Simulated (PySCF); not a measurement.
# Spin states and ions at one geometry of [Tl(SH)4]−

PySCF 2.14.0, RKS r2SCAN, Tl def2-SVP with ECP60, S def2-SVP, H def2-SVP; non-relativistic Hamiltonian with scalar-relativistic core potentials where named; density fitting; no spin-orbit coupling; singlets restricted, open shells unrestricted. The geometry is relaxed for charge -1, singlet, vacuum:

```xyz
9

Tl    0.0000    0.0000    0.5281
S     2.5750    0.4959    0.5308
H     2.8805   -0.8144    0.6693
S    -0.4959    2.5750    0.5308
H     0.8144    2.8805    0.6693
S    -2.5750   -0.4959    0.5308
H    -2.8805    0.8144    0.6693
S     0.4959   -2.5750    0.5308
H    -0.8144   -2.8805    0.6693
```

Energies count from the relaxed state; an electron taken off or put on is at rest in vacuum. Charges and spins are Mulliken's.

| state | energy (eV) | spin squared | charge on Tl1 (e) | spin on Tl1 (e) | dipole about the centre of mass (D) |
| --- | --- | --- | --- | --- | --- |
| charge -1, singlet, vacuum | 0.00 | 0.00 | 0.41 | 0.00 | 0.32 |
| charge -1, triplet, vacuum | 1.81 | 2.01 | 0.25 | 0.28 | 0.30 |

**Question.** What does the state charge 0, doublet, vacuum give?

**Answer.** energy (eV) 3.71, spin squared 0.76, charge on Tl1 (e) 0.44, spin on Tl1 (e) -0.08, dipole about the centre of mass (D) 0.37.

With an electron taken off (doublet) the charges change, summed by element, by Tl +0.03 e, S +0.78 e, H +0.19 e. The vertical ionisation energy is 3.71 eV, against −ε(HOMO) = 1.41 eV of the relaxed state. The level lies 2.3 eV too high, as is usual for semilocal functionals and global hybrids, which keep a self-interaction error.

Open shells may have lower solutions than those found.

No frequency check is given that shows the relaxed geometry to be a minimum.
